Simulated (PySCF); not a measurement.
AlH3. Atoms are numbered in the order given.

```xyz
4

Al     0.0000     0.0000     0.0000
H      1.5803     0.0000     0.0000
H     -0.7901     1.3685     0.0000
H     -0.7901    -1.3685     0.0000
```
Charge 0, spin multiplicity 1.

Geometry: B3LYP-D3(BJ)/def2-TZVPD. The isomer is the one that the SMILES or the coordinates give; other isomers of the formula were not compared.

These are PBE/def2-TZVPD (PySCF) values and carry that method's errors.

Symmetry labels are those of the subgroup C2v that the program uses (full group D3h).

Computed valence orbital energies around the gap with their symmetry:
```json
[
 {"orbital": "HOMO−7", "symmetry": "A1", "energy (eV)": "-1506.71"},
 {"orbital": "HOMO−6", "symmetry": "A1", "energy (eV)": "-107.00"},
 {"orbital": "HOMO−5", "symmetry": "B2", "energy (eV)": "-69.16"},
 {"orbital": "HOMO−4", "symmetry": "B1", "energy (eV)": "-68.85"},
 {"orbital": "HOMO−3", "symmetry": "A1", "energy (eV)": "-68.85"},
 {"orbital": "HOMO−2", "symmetry": "A1", "energy (eV)": "-10.29"},
 {"orbital": "HOMO−1", "symmetry": "B1", "energy (eV)": "-7.31"},
 {"orbital": "HOMO", "symmetry": "A1", "energy (eV)": "-7.31"},
 {"orbital": "LUMO", "symmetry": "B2", "energy (eV)": "-2.53"},
 {"orbital": "LUMO+1", "symmetry": "A1", "energy (eV)": "-0.01"},
 {"orbital": "LUMO+2", "symmetry": "A1", "energy (eV)": "0.25"},
 {"orbital": "LUMO+3", "symmetry": "A1", "energy (eV)": "0.51"}
]
```
